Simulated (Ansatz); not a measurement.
Relaxation of Cl2GeH2 (5 atoms, charge 0, multiplicity 1), to a largest force component of 0.03 eV/Å in at most 50 steps.

Computed with RKS PBE0/def2-SVP in Ansatz 0.2.0.

```xyz
5
Properties=species:S:1:pos:R:3
Ge -0.057 -0.056 -0.781
Cl 1.799 -0.117 2.086
H 2.167 0.125 0.828
Cl -1.376 1.692 -0.757
H -1.216 -1.097 -0.446
```

Where does it end, and by what steps?

It converged. The force dipped under the threshold on the way, but the program's further checks kept it going. After 15 steps the energy has fallen by 0.181 eV; Cl2 moved furthest, 0.79 Å.

```
step  energy less start (eV)  largest force component (eV/Å)  accepted
   0                  0.0000                           1.161       yes
   1                 -0.0227                           1.149       yes
   2                  0.0040                           1.551        no
   3                 -0.0553                           0.837       yes
   4                 -0.0939                           0.555       yes
   5                 -0.1301                           0.494       yes
   6                 -0.1585                           0.166       yes
   7                 -0.1665                           0.186       yes
   8                 -0.1540                           0.483        no
   9                 -0.1751                           0.181       yes
  10                 -0.1791                           0.034       yes
  11                 -0.1794                           0.111       yes
  12                 -0.1782                           0.289        no
  13                 -0.1808                           0.014       yes
  14                 -0.1807                           0.075        no
  15                 -0.1809                           0.023       yes
```

```xyz
5
Properties=species:S:1:pos:R:3
Ge -0.104 -0.198 -0.971
Cl 1.320 -0.284 1.479
H 2.344 0.398 1.089
Cl -1.124 1.720 -0.549
H -1.121 -1.090 -0.117
```

Whether the end is a true minimum wasn't checked by a vibrational analysis.

Run time: 24 s on 2 threads of Arm Neoverse V2 (shared host), peak memory 0.17 GiB.
